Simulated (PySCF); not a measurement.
# `C(C(CC#C)=O)(=C)F`, C$_{6}$H$_{5}$FO

Molfile (atoms numbered from 1):
```
C6H5FO
     RDKit          3D

 13 12  0  0  0  0  0  0  0  0999 V2000
    2.4750    0.9910    0.5483 C   0  0  0  0  0  0  0  0  0  0  0  0
    1.8373    0.0609    0.1492 C   0  0  0  0  0  0  0  0  0  0  0  0
    1.0223   -1.0491   -0.3070 C   0  0  0  0  0  0  0  0  0  0  0  0
   -0.3891   -0.8557    0.2130 C   0  0  0  0  0  0  0  0  0  0  0  0
   -0.8927   -1.5636    1.0499 O   0  0  0  0  0  0  0  0  0  0  0  0
   -1.1231    0.3028   -0.3625 C   0  0  0  0  0  0  0  0  0  0  0  0
   -2.3187    0.7044    0.0480 C   0  0  0  0  0  0  0  0  0  0  0  0
   -0.4949    0.9466   -1.3683 F   0  0  0  0  0  0  0  0  0  0  0  0
    3.0620    1.7939    0.8806 H   0  0  0  0  0  0  0  0  0  0  0  0
    1.4234   -1.9894    0.0779 H   0  0  0  0  0  0  0  0  0  0  0  0
    1.0156   -1.0635   -1.4007 H   0  0  0  0  0  0  0  0  0  0  0  0
   -2.8174    1.5495   -0.3920 H   0  0  0  0  0  0  0  0  0  0  0  0
   -2.8040    0.1728    0.8457 H   0  0  0  0  0  0  0  0  0  0  0  0
  1  2  3  0
  2  3  1  0
  3  4  1  0
  4  5  2  0
  4  6  1  0
  6  7  2  0
  6  8  1  0
  1  9  1  0
  3 10  1  0
  3 11  1  0
  7 12  1  0
  7 13  1  0
M  END
```

Theory: GIAO KT2/6-31++G** magnetisability, rotational g tensor and spin-rotation constants, non-relativistic, gas phase (PySCF). Geometry: GFN2-xTB.

**Question.** What are the magnetisability and the molar susceptibility?

**Answer.** Isotropic -960 × 10⁻³⁰ J/T², or -57.8 × 10⁻⁶ cm³/mol; principal values -1188, -892, -798 × 10⁻³⁰ J/T², anisotropy 352 × 10⁻³⁰ J/T² (root of half the summed squared differences of the principal values). The susceptibility is in cgs units.

**Question.** Split it along the inertial axes a, b, c into diamagnetic and paramagnetic parts about the centre of mass, with the quadrupole moment.

**Answer.** 
```csv
axis,χ (10⁻⁶ cm³/mol),diamagnetic (10⁻⁶ cm³/mol),paramagnetic (10⁻⁶ cm³/mol),summed x² of all electrons (Å²),quadrupole Θ (D Å)
a,-58.7,-468.2,409.5,149.7,+6.17
b,-49.5,-768.9,719.3,78.8,-8.45
c,-65.2,-969.4,904.2,31.6,+2.27
```
Anisotropies 2χaa − χbb − χcc = -2.6 and 2χbb − χaa − χcc = +24.8 × 10⁻⁶ cm³/mol. Θ is traceless in Buckingham's convention.

**Question.** And the rotational g tensor?

**Answer.** 
| axis | rotational constant (GHz) | g | nuclear part | electronic part |
| --- | --- | --- | --- | --- |
| a | 2.9758 | -0.0332 | 0.5393 | -0.5725 |
| b | 1.7275 | -0.0197 | 0.5641 | -0.5838 |
| c | 1.3043 | -0.0092 | 0.5449 | -0.5541 |

Asymmetric top; isotopes 12C, 19F, 1H, 16O; no vibrational averaging.
